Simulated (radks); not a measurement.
Values are calculated unless marked as measured or tabulated.
Spherical jellium clusters: N electrons in a uniform positive sphere of charge N and radius rs N^(1/3), rs = 4.75 bohr. Level of theory: non-relativistic Kohn-Sham, LDA (Slater exchange, Perdew-Wang correlation), spin-polarised, spherical densities (a radial shooting solver with Libxc functionals). Levels are named by radial order and angular momentum (1s, 1p, 1d, 2s, ...), and open shells are averaged over m.

N = 11, configuration 1s2 1p6 1d(up 3, down 0). This is the lowest configuration that the search found. Occupied and some empty levels:

level,occupation,eigenvalue (eV),<r> (bohr)
1s up,1,-4.0441,6.899
1s down,1,-3.8259,6.668
1p up,3,-3.3044,8.092
1p down,3,-3.0335,8.045
1d up,3,-2.3533,9.073
1d down,0,-2.0720,9.149
2s up,0,-1.8446,8.055
2s down,0,-1.7111,8.227
1f up,0,-1.2698,10.11
1f down,0,-1.0086,10.33
2p up,0,-0.84706,10.77
2p down,0,-0.71951,11.12

Energy (eV): total -19.3632, kinetic 14.495, external -369.24, Hartree 182.74, exchange-correlation -34.365, background 187.01.
